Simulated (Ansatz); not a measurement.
Born–Oppenheimer molecular dynamics of ClGaH2 (4 atoms, charge 0, multiplicity 1). It starts from a relaxed structure.

These are results of RHF/def2-SVP (Ansatz 0.2.0), not measurements.

```json
{
 "ensemble": "NVT, Langevin thermostat",
 "time step": "0.25 fs",
 "steps asked": "250",
 "set temperature": "500 K",
 "friction": "0.02 /fs",
 "temperature schedule": "62 steps to 500 K, then 188 steps to 1000 K",
 "seed": "861150"
}
```

Frames 2.5 fs apart, positions in Å, forces in eV/Å.

Velocities at 22.5 fs (Å/ps):

```
Ga 0.69 0.18 -2.20
H 14.53 -14.04 44.60
Cl -1.03 2.05 1.12
H -3.48 -15.67 -25.33
```

```xyz
4
Properties=species:S:1:pos:R:3:forces:R:3 time_fs=22.5 energy_less_start_eV=0.025 T=394
Ga -0.033 -0.004 -0.002 -0.48 0.01 -0.67
H 0.004 0.202 1.509 0.13 0.04 0.62
Cl 1.857 0.043 -1.061 -0.05 -0.04 -0.01
H -1.369 -0.182 -0.838 0.40 -0.02 0.06
4
Properties=species:S:1:pos:R:3:forces:R:3 time_fs=25.0 energy_less_start_eV=0.062 T=349
Ga -0.034 -0.002 -0.008 -0.51 -0.01 0.77
H 0.051 0.182 1.619 -0.07 -0.11 -1.09
Cl 1.854 0.046 -1.059 0.03 0.01 -0.04
H -1.355 -0.231 -0.888 0.55 0.11 0.35
4
Properties=species:S:1:pos:R:3:forces:R:3 time_fs=27.5 energy_less_start_eV=0.131 T=112
Ga -0.035 0.003 -0.010 -0.32 -0.16 1.14
H 0.103 0.168 1.659 -0.26 -0.10 -1.56
Cl 1.852 0.049 -1.062 0.10 0.05 -0.07
H -1.316 -0.292 -0.930 0.47 0.21 0.49
4
Properties=species:S:1:pos:R:3:forces:R:3 time_fs=30.0 energy_less_start_eV=0.074 T=239
Ga -0.032 0.007 -0.009 -0.02 -0.27 0.97
H 0.132 0.152 1.619 -0.28 0.00 -1.14
Cl 1.849 0.051 -1.065 0.17 0.08 -0.12
H -1.278 -0.322 -0.919 0.13 0.19 0.29
4
Properties=species:S:1:pos:R:3:forces:R:3 time_fs=32.5 energy_less_start_eV=0.034 T=271
Ga -0.030 0.011 -0.008 0.19 -0.40 -0.05
H 0.130 0.124 1.519 -0.13 0.18 0.34
Cl 1.847 0.050 -1.067 0.26 0.11 -0.19
H -1.248 -0.339 -0.886 -0.32 0.11 -0.10
4
Properties=species:S:1:pos:R:3:forces:R:3 time_fs=35.0 energy_less_start_eV=0.170 T=113
Ga -0.030 0.015 -0.007 -0.06 -0.59 -1.96
H 0.107 0.126 1.423 0.09 0.38 2.43
Cl 1.842 0.052 -1.065 0.36 0.12 -0.26
H -1.241 -0.358 -0.876 -0.39 0.09 -0.21
4
Properties=species:S:1:pos:R:3:forces:R:3 time_fs=37.5 energy_less_start_eV=0.112 T=213
Ga -0.030 0.018 -0.009 -0.07 -0.53 -1.23
H 0.089 0.142 1.449 0.06 0.34 1.78
Cl 1.835 0.055 -1.065 0.42 0.12 -0.29
H -1.252 -0.361 -0.856 -0.41 0.07 -0.26
4
Properties=species:S:1:pos:R:3:forces:R:3 time_fs=40.0 energy_less_start_eV=0.022 T=323
Ga -0.031 0.020 -0.010 -0.15 -0.26 0.67
H 0.063 0.178 1.556 -0.05 0.10 -0.26
Cl 1.834 0.061 -1.060 0.41 0.09 -0.26
H -1.282 -0.328 -0.847 -0.22 0.07 -0.15
4
Properties=species:S:1:pos:R:3:forces:R:3 time_fs=42.5 energy_less_start_eV=0.093 T=261
Ga -0.034 0.023 -0.014 -0.33 -0.06 1.66
H 0.030 0.210 1.643 -0.02 -0.07 -1.37
Cl 1.836 0.061 -1.054 0.33 0.06 -0.21
H -1.330 -0.283 -0.824 0.02 0.07 -0.08
4
Properties=species:S:1:pos:R:3:forces:R:3 time_fs=45.0 energy_less_start_eV=0.113 T=214
Ga -0.039 0.027 -0.015 -0.26 0.11 1.92
H 0.006 0.226 1.651 0.05 -0.13 -1.45
Cl 1.835 0.061 -1.046 0.30 0.02 -0.22
H -1.355 -0.226 -0.789 -0.10 0.00 -0.24
4
Properties=species:S:1:pos:R:3:forces:R:3 time_fs=47.5 energy_less_start_eV=0.044 T=336
Ga -0.042 0.030 -0.017 -0.24 0.11 1.15
H -0.011 0.239 1.562 0.14 -0.03 -0.42
Cl 1.835 0.061 -1.036 0.34 0.00 -0.28
H -1.367 -0.195 -0.760 -0.24 -0.07 -0.45
4
Properties=species:S:1:pos:R:3:forces:R:3 time_fs=50.0 energy_less_start_eV=0.085 T=268
Ga -0.045 0.033 -0.019 -0.27 -0.05 -0.41
H -0.013 0.258 1.457 0.18 0.19 1.30
Cl 1.833 0.064 -1.029 0.43 -0.02 -0.36
H -1.362 -0.187 -0.767 -0.33 -0.12 -0.54
```

Of the whole run (62 fs, mean temperature of the second half 237 K): The schedule's set-point averaged 834 K over the second half and the system 237 K, so it lags behind the ramp. A run of 0.062 ps of so small a system gives no equilibrium averages.

The run took 2.3 min on 1 thread of Arm Neoverse V2, on a shared host, peak memory 0.1 GiB.
